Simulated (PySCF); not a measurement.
Method: PySCF 2.14.0 with B3LYP-D3(BJ)/def2-TZVP. Gas-phase values, no solvent. One relaxed conformer stands for a flexible species; it need not be the lowest. B3LYP has the VWN-RPA correlation part, as in Gaussian. Delta-SCF ions had no search for a lower state. Excitations are Tamm–Dancoff values on a coarser integration grid. The basis has no diffuse functions, so Rydberg states are missing or too high.

Reference species (SMILES): `BCC` (neutral, multiplicity 1).

```yaml
HOMO–LUMO gap: 7.11 eV
HOMO: -8.62 eV
vertical ionisation energy (Delta-SCF): 11.16 eV
T1 excitation (TDA): 5.13 eV
```

Changed species: `C[CH2][GeH3]` (X = germyl; the reference has X = boryl).

Problem. Give the shifts of the HOMO–LUMO gap, HOMO, vertical ionisation energy (Delta-SCF) and T1 excitation (TDA).

Solution. the HOMO–LUMO gap rises by 1.48 eV, to 8.59 eV; the HOMO rises by 0.56 eV, to -8.06 eV; the vertical ionisation energy (Delta-SCF) falls by 0.79 eV, to 10.37 eV; the T1 excitation (TDA) goes up by 2.05 eV, to 7.18 eV.
